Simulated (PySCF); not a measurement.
CClF₂, SMILES F[C](F)Cl, multiplicity 2. Coordinates come from a PBE0-D3(BJ)/def2-TZVP optimisation. The isomer is the one that the SMILES or the coordinates give; other isomers of the formula were not compared.

These are PBE0-D3(BJ)/def2-TZVP (PySCF) values and carry that method's errors.

Harmonic wavenumbers (cm⁻¹): 369, 430, 604, 773, 1190, 1256. Rotational constants (GHz): 11.02, 4.941, 3.482; symmetry number 1.

### Question
Work out the zero-point energy and the ideal-gas rigid-rotor harmonic-oscillator thermochemistry at 298.15 K and 1 atm.

### Answer
ZPE = ½ Σ hcν = ½ × 4622 cm⁻¹ = 27.65 kJ/mol. H − E(el) = 39.92 kJ/mol. Entropy in J/(mol K): translation 164.22, rotation 104.36, vibration 11.27, spin 5.76, total 285.61. G − E(el) = -45.24 kJ/mol. Cp = 54.36 J/(mol K).
